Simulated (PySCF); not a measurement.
Run record: geometry optimisation, `C=C1C=CC(C(C)=O)=C1`.

Method: PBE0-D3(BJ)/def2-SVP geometry optimisation, gas phase (PySCF 2.14.0). Start geometry: GFN2-xTB. The input is one job of a driver script: a line of settings, then coordinates in Å.

Input:
```
{"job": {"xc": "PBE0", "basis": "def2-SVP", "d3": "d3bj", "grid": 2, "kind": "geom"}, "charge": 0, "multiplicity": 1}
C      3.166875     0.077136     0.456300
C      1.865618     0.163184     0.165070
C      1.219302     1.097115    -0.756884
C     -0.099360     0.849625    -0.758925
C     -0.380339    -0.257668     0.161085
C     -1.693662    -0.845397     0.458919
C     -2.867331    -0.235404    -0.269224
O     -1.823379    -1.763090     1.240912
C      0.794554    -0.661255     0.708077
H      3.892136     0.733532     0.004077
H      3.538856    -0.653718     1.155139
H      1.749573     1.842563    -1.319114
H     -0.846817     1.366512    -1.331644
H     -2.941130     0.822519    -0.025853
H     -3.784243    -0.740211     0.023329
H     -2.725595    -0.332683    -1.343752
H      0.927945    -1.450729     1.422576
```

Output:
```
step   0  E = -384.12307896  max force = 0.009589
step   1  E = -384.12512069  max force = 0.001404
step   2  E = -384.12512728  max force = 0.001105
step   3  E = -384.12513997  max force = 0.000489
step   4  E = -384.12513991  max force = 0.000602
step   5  E = -384.12514158  max force = 0.000213
optimisation converged
```

Energies in Eh; «max force» is the largest Cartesian gradient component in Eh/bohr.

Q: Give the first gradient maximum in eV/Å.

A: With 1 Eh/bohr = 51.422 eV/Å, 0.493 eV/Å.

Q: How much energy does the optimisation release, in eV?

A: E(step 0) − E(last step) = 0.002063 Eh, which is 0.056 eV.

In short: final energy -384.12514 Eh after 5 steps; dipole 3.18 D.

Q: Give the final coordinates.

A: 0.040 Å rms from the input after alignment:
```
atom  x, y, z in Å
C1     3.1759    0.1505    0.4333
C2     1.8673    0.2486    0.1339
C3     1.2370    1.1954   -0.7971
C4    -0.0938    0.9508   -0.7998
C5    -0.3817   -0.1610    0.1264
C6    -1.7022   -0.7617    0.4377
C7    -2.9054   -0.1863   -0.2661
O8    -1.8011   -1.6773    1.2267
C9     0.7897   -0.5771    0.6808
H10    3.9145    0.8131   -0.0258
H11    3.5390   -0.5955    1.1452
H12    1.7726    1.9511   -1.3710
H13   -0.8426    1.4831   -1.3874
H14   -3.0093    0.8864   -0.0371
H15   -3.8072   -0.7216    0.0544
H16   -2.7909   -0.2722   -1.3585
H17    0.8988   -1.3839    1.4045
```

Hardware: an AMD EPYC 9R45 with one thread, no GPU, shared host with 96 logical CPUs at a one-minute load of 31. Cost: 39 s wall, 0.78 GiB resident at most.
Labels such as C1 count atoms from 1, the log's own numbers from 0.
